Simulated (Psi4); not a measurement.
This Psi4 input (PBE/6-311++G(3df,3pd)) gives -395.88316 Eh with 86 basis functions.

```
memory 2025 MB

molecule {
0 1
N    -0.00000000   -0.00000000   -1.01096879
P     0.00000000    0.00000000    0.47178544
}

set {
  basis 6-311++g(3df,3pd)
  scf_type df
}

energy('pbe')
print_variables()
```

Change:
```diff
- basis 6-311++g(3df,3pd)
+ basis 6-31g
```

Task: What does the run give now?

Result: -395.77093 Eh (PBE/6-31G, 22 functions), a change of +112.23 mEh.
